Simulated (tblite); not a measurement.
C₄H₅F₃SeSi.
SMILES with atom numbers: `[F:1][C:2]([F:3])([F:4])[C@@H:5]1[CH:6]=[CH:7][SiH2:8][Se:9]1` (hydrogens: H10 on C5; H11 on C6; H12 on C7; H13, H14 on Si8)

Computed with GFN2-xTB (tblite), gas phase: L-BFGS steps from a force-field or distance-geometry start until the largest atomic force falls under 0.01 eV/Å.

At the end of the run (lengths in Å): C6–H11 1.083, C5–C6 1.496, C7–H12 1.078, C7–Si8 1.883, C2–F3 1.346, C6=C7 1.324, Si8–Se9 2.290, C2–C5–C6 109.4°, F1–C2–C5 112.4°, C7–Si8–Se9 94.9°, C6–C5–Se9 113.4°, F1–C2–C5–C6 180°, C2–C5–C6–C7 -107°, C5–C6–C7–Si8 -2°, H13–Si8–Se9–C5 -108°, H11–C6–C5–C2 70°.

**Question.** These geometries were met on the way; a selection of coordinates is given. Order them by energy above the end point, lowest first.
A. C6–H11 1.069, C5–C6 1.479, C7–H12 1.057, C7–Si8 1.854, C2–F3 1.363, C6=C7 1.368, Si8–Se9 2.323, C2–C5–C6 114.6°, F1–C2–C5 106.5°, C7–Si8–Se9 91.9°, C6–C5–Se9 111.0°, F1–C2–C5–C6 -179°, C2–C5–C6–C7 -95°, C5–C6–C7–Si8 0°, H13–Si8–Se9–C5 -91°, H11–C6–C5–C2 86°
B. C6–H11 1.081, C5–C6 1.490, C7–H12 1.075, C7–Si8 1.883, C2–F3 1.339, C6=C7 1.320, Si8–Se9 2.295, C2–C5–C6 114.8°, F1–C2–C5 110.3°, C7–Si8–Se9 92.8°, C6–C5–Se9 111.3°, F1–C2–C5–C6 180°, C2–C5–C6–C7 -96°, C5–C6–C7–Si8 1°, H13–Si8–Se9–C5 -92°, H11–C6–C5–C2 86°
C. C6–H11 1.072, C5–C6 1.502, C7–H12 1.066, C7–Si8 1.876, C2–F3 1.347, C6=C7 1.322, Si8–Se9 2.315, C2–C5–C6 114.5°, F1–C2–C5 107.2°, C7–Si8–Se9 91.7°, C6–C5–Se9 110.4°, F1–C2–C5–C6 180°, C2–C5–C6–C7 -95°, C5–C6–C7–Si8 1°, H13–Si8–Se9–C5 -91°, H11–C6–C5–C2 86°
D. C6–H11 1.081, C5–C6 1.501, C7–H12 1.082, C7–Si8 1.886, C2–F3 1.342, C6=C7 1.325, Si8–Se9 2.298, C2–C5–C6 112.8°, F1–C2–C5 111.5°, C7–Si8–Se9 94.4°, C6–C5–Se9 111.8°, F1–C2–C5–C6 -179°, C2–C5–C6–C7 -97°, C5–C6–C7–Si8 0°, H13–Si8–Se9–C5 -95°, H11–C6–C5–C2 83°
E. C6–H11 1.152, C5–C6 1.438, C7–H12 1.129, C7–Si8 1.835, C2–F3 1.393, C6=C7 1.281, Si8–Se9 2.332, C2–C5–C6 115.9°, F1–C2–C5 106.8°, C7–Si8–Se9 90.0°, C6–C5–Se9 109.7°, F1–C2–C5–C6 180°, C2–C5–C6–C7 -94°, C5–C6–C7–Si8 0°, H13–Si8–Se9–C5 -92°, H11–C6–C5–C2 86°

**Answer.** D (0.044 eV), B (0.077 eV), C (0.134 eV), A (0.244 eV), E (0.536 eV).

| step | E above end (eV) | rms distance from the end, all atoms (Å) | largest force (eV/Å) | rms shift of all bonds from the end (Å) |
| --- | --- | --- | --- | --- |
| 11 | 0.044 | 0.225 | 0.216 | 0.004 |
| 4 | 0.077 | 0.249 | 0.301 | 0.004 |
| 2 | 0.134 | 0.252 | 0.763 | 0.009 |
| 1 | 0.244 | 0.254 | 2.882 | 0.020 |
| 0 | 0.536 | 0.257 | 4.239 | 0.040 |

Rows stand in the order of the answer.
